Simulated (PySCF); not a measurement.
B₂F₃, SMILES F[B]B(F)F (connectivity only; charge and spin as stated), charge +1, multiplicity 1. Heavy atoms are numbered as in [F:1][B:2][B:3]([F:4])[F:5].

Geometry optimised at ωB97X-D3(BJ)/def2-SVP. The spin state was assumed, not searched. The isomer is the one that the SMILES or the coordinates give; other isomers of the formula were not compared. The values are those of a single conformer.

Level of theory: r2SCAN/def2-TZVPD run with PySCF.

Mulliken values depend strongly on the basis, most of all with diffuse functions as here. ESP charges are fitted to the potential on shells at 1.4 to 2.0 van der Waals radii. Atomic charges (e), one atom of each kind:

```
atom  Mulliken  ESP fit    IAO
----  --------  -------  -----
F1       -0.04        ?  -0.07
B2        0.77        ?   0.78
B3        0.62        ?   0.73
F4       -0.18        ?  -0.22
```

Fill in the missing entries. (An estimate is asked for; the answer gives what the named calculation found.)


- F1, ESP fit: 0.11
- B2, ESP fit: 0.52
- B3, ESP fit: 0.67
- F4, ESP fit: -0.15
